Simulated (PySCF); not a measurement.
Ti(OH)3(SH) (H₄O₃STi), SMILES [OH][Ti]([OH])([OH])[SH], multiplicity 1.

The structure is a stationary point at B3LYP-D3(BJ)/def2-SVP. The spin state was assumed, not searched. The structure was generated by enumeration; whether it is a known compound was not checked. Other conformers were not sampled.

All values below come from TDA-PBE0/def2-SVPD (PySCF).

Vertical excitations. Gas-phase values at a fixed geometry.

```json
[
 {"state": "S1", "energy (eV)": "3.83", "λ (nm)": "324", "f": "0.002", "main pairs": "HOMO→LUMO 88 %"},
 {"state": "S2", "energy (eV)": "4.29", "λ (nm)": "289", "f": "0.030", "main pairs": "HOMO→LUMO+1 79 %"},
 {"state": "S3", "energy (eV)": "4.68", "λ (nm)": "265", "f": "0.001", "main pairs": "HOMO→LUMO+2 98 %"},
 {"state": "S4", "energy (eV)": "4.73", "λ (nm)": "262", "f": "0.003", "main pairs": "HOMO−1→LUMO 93 %"},
 {"state": "S5", "energy (eV)": "4.95", "λ (nm)": "250", "f": "0.004", "main pairs": "HOMO−1→LUMO+1 86 %"},
 {"state": "S6", "energy (eV)": "5.13", "λ (nm)": "242", "f": "0.006", "main pairs": "HOMO→LUMO+3 85 %"},
 {"state": "S7", "energy (eV)": "5.34", "λ (nm)": "232", "f": "0.001", "main pairs": "HOMO→LUMO+4 90 %"},
 {"state": "S8", "energy (eV)": "5.73", "λ (nm)": "216", "f": "0.001", "main pairs": "HOMO−2→LUMO 77 %, HOMO−2→LUMO+1 17 %"},
 {"state": "S9", "energy (eV)": "5.85", "λ (nm)": "212", "f": "0.031", "main pairs": "HOMO→LUMO+5 78 %"},
 {"state": "S10", "energy (eV)": "5.87", "λ (nm)": "211", "f": "0.005", "main pairs": "HOMO−3→LUMO 74 %"},
 {"state": "T1", "energy (eV)": "3.58", "λ (nm)": "346", "f": "0", "main pairs": "HOMO→LUMO 77 %, HOMO→LUMO+1 21 %"},
 {"state": "T2", "energy (eV)": "3.79", "λ (nm)": "327", "f": "0", "main pairs": "HOMO→LUMO+1 76 %, HOMO→LUMO 22 %"},
 {"state": "T3", "energy (eV)": "4.33", "λ (nm)": "287", "f": "0", "main pairs": "HOMO−1→LUMO 49 %, HOMO→LUMO+2 43 %"},
 {"state": "T4", "energy (eV)": "4.44", "λ (nm)": "280", "f": "0", "main pairs": "HOMO−1→LUMO 47 %, HOMO→LUMO+2 41 %, HOMO−1→LUMO+1 9 %"}
]
```
Triplets are in the Tamm–Dancoff approximation.
